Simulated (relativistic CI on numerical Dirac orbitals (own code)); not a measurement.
## Hyperfine structure of Pt LXIII, mass number 195

Calculated at this level of theory: Dirac-Coulomb-Breit CI, orbitals from a KLI potential per configuration, QED by a radiative potential, unscaled Slater integrals (own radial code, finite nucleus).

Configuration list (outside the closed core [Ne]): 3s²3p⁴, 3s²3p³3d, 3s3p⁵, 3p⁶, 3s3p⁴3d, 3s3p³3d², 3p⁵3d, 3s²3p²3d4p, 3s3p³3d4s, 3s²3p³4s, 3p⁵4s, 3p⁵4p, 3s²3p²3d², 3s²3p3d³, 3s3p²3d³, 3s²3p3d²4s, 3p⁴3d², 3p³3d³, 3p³3d²4s, 3s²3p²3d4s, 3s3p²3d²4s, 3s²3p3d4s². Double excitations out of closed p, d and f shells are left out; levels of such configurations are missing from the list, as are those of other unlisted configurations, and high levels can miss mixing partners.

Nuclear spin I = 1/2, μ = 0.6073 μN (tables of Stone and Pyykkö). The electronic factors are computed for point nuclear moments, without core polarisation or the Bohr-Weisskopf and QED corrections.

| Level | E (eV) | A (GHz) |
| --- | --- | --- |
| 3s²3p⁴ ³P2 | 0.000 | 311.7 |
| 3s²3p³3d ³F°4 | 358.054 | 157.7 |
| 3s²3p⁴ ³P1 | 448.688 | -360.8 |
| 3s²3p⁴ ¹D2 | 458.934 | 994.7 |

Levels with J = 0, under 50 % of one LS term, or S terms without an open s electron are left out. Small factors come from cancelling terms and can be off by tens of per cent or more.

At this charge energies of transitions that change n are usually good to better than 1 %, and those within a shell (Δn = 0) to a few per cent.

Task: Give the hyperfine levels of 3s²3p³3d ³F°4 relative to its centre of gravity.

Result: With K = F(F + 1) − I(I + 1) − J(J + 1), E = AK/2: F = 7/2: -394.3, F = 9/2: 315.5 GHz.

LS names give the leading component of a level, which can be under half, so a name can repeat, a term be missing and a line seem to break the LS rules.
